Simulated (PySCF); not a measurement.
**Polarisability and C₆ of S⁺ (sulfur, charge +1)**

[Ne] 3s2 3p3, high-spin 4S determinant. All numbers are calculated (PySCF 2.14, the spin-free X2C one-electron Hamiltonian (Gaussian nucleus), in aug-cc-pVTZ-DK (6s5p3d2f, 50 functions)). Coupled (time-dependent) response in atomic units; α is the mean over directions.

```
   method  mean α (bohr³)  C₆ (like pair)  S(−4)
      UHF           10.86           53.46  33.67
      PBE           10.96           54.18  33.36
     PBE0           10.83           53.32  32.33
CAM-B3LYP           10.82           53.26  32.22
    HSE06           10.81           53.22  32.15
```

S(−4) is the Cauchy moment in α(ω) = α(0) + S(−4) ω² + …

α(iu) at PBE:

```
u (hartree)  α(iu) (bohr³)
          0          10.96
     0.0500          10.88
      0.100          10.64
      0.200          9.792
      0.300          8.669
      0.500          6.410
      0.750          4.313
       1.00          2.991
       1.50          1.625
       2.00          1.007
       3.00         0.4977
       5.00         0.2021
```

For an ion, C₆ is the dispersion term alone; charge-induced terms of lower order in 1/R come first.
